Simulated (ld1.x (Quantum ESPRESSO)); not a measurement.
## Ir (Z = 77), TM semilocal: configuration errors across variants

iridium, norm-conserving Troullier–Martins (semilocal form), made with ld1.x (Quantum ESPRESSO) 7.5 (PBE, scalar-relativistic). Core [Kr] 4d10 4f14 5s2, reference 5p6 5d7 6s2 6p0. Waves: 6s (bound): rc 1.95 bohr; 5p (bound): rc 1.10 bohr; 5d (bound): rc 2.30 bohr. Local part: the d channel. Core correction: none.

All-electron excitation energies from the reference (eV): (1) 5p6 5d7 6s1 6p0 9.879; (2) 5p6 5d7 6s0 6p0 27.348; (3) 5p6 5d6 6s0 6p0 57.889; (4) 5p6 5d7.5 6s1.5 6p0 -0.286; (5) 5p6 5d7 6s1 6p1 5.315; (6) 5p6 5d5 6s0 6p0 101.465; (7) 5p6 5d6 6s2 6p0 12.190.

A semilocal file is local in each channel, so a ghost entry of none says nothing of the separable form that plane-wave codes build from it.

Errors AE − PS in meV (a dash: test not solved or not reliable):

```csv
change,(1),(2),(3),(4),(5),(6),(7),bound ghosts
base,-6.0,-24,-2.1,-4.4,+14,+29,+14,none
wave 5d (bound): rc 2.30 bohr becomes 5d (bound): rc 1.44 bohr,-6.3,-25,+9.1,-4.9,+13,+48,+14,none
wave 5d (bound): rc 2.30 bohr becomes 5d (bound): rc 1.78 bohr,-6.4,-25,+10,-4.8,+13,+52,+14,none
wave 5d (bound): rc 2.30 bohr becomes 5d (bound): rc 2.42 bohr,-5.8,-24,-12,-4.0,+14,+15,+14,none
wave 5d (bound): rc 2.30 bohr becomes 5d (bound): rc 2.70 bohr,-5.9,-28,-47,-2.3,+13,-20,+16,none
wave 5d (bound): rc 2.30 bohr becomes 5d (bound): rc 2.94 bohr,-7.7,-45,-104,+1.2,+13,-41,+23,none
wave 5d (bound): rc 2.30 bohr becomes 5d (bound): rc 3.18 bohr,-11,-71,-157,+5.4,+11,-19,+35,none
wave 5d (bound): rc 2.30 bohr becomes 5d (bound): rc 3.38 bohr,-16,-96,-194,+9.1,+9.7,+29,+47,none
```

**Question.** Give the same row for: wave 5d (bound): rc 2.30 bohr becomes 5d (bound): rc 1.98 bohr.

**Answer.** -6.4, -25, +9.6, -4.8, +13, +50, +14; bound ghosts: none.
